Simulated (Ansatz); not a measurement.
Cu₂O, relaxed as a singlet with RKS r2SCAN-D4/def2-TZVP in Ansatz, starting from the GFN1-xTB geometry. Force threshold 0.02 eV/Å.

The structure comes from a short search, and lower isomers may exist.

Start:

Cartesian coordinates in Å:
```
Cu 0.381 -0.247 1.733
Cu -0.380 0.247 -1.733
O 0.000 0.000 0.000
```

Estimate the energy that the relaxation releases and the steps that it takes.

19.3 kcal/mol, in 14 steps; 37 s on 2 threads of Arm Neoverse V1 on a shared host. The force fell under the threshold at step 4, but the optimiser went on and released 0.735 eV more. No frequencies were taken in this run, so the end may be a saddle point.

Does the start keep its bonding and symmetry?

By distances, no bond broke or formed, bridged metal pairs apart. The bond that changes most is Cu1–O3, from 1.79 to 1.76 Å (atoms count from 1). Metal–metal contacts that move far: Cu1–Cu2 3.58 to 2.45 Å. The end is the same structure that another start reached, the lowest one found. Point group D∞h at the start, C2v at the end, both within 0.05 Å.

Predict the relaxed structure.


```xyz
3

Cu    0.5827    0.0974    1.1548
Cu    0.0614    0.4363   -1.2200
O    -0.6441   -0.5337    0.0652
```
Bond lengths (bridged metal pairs left out): 2 × Cu–O 1.76 Å.
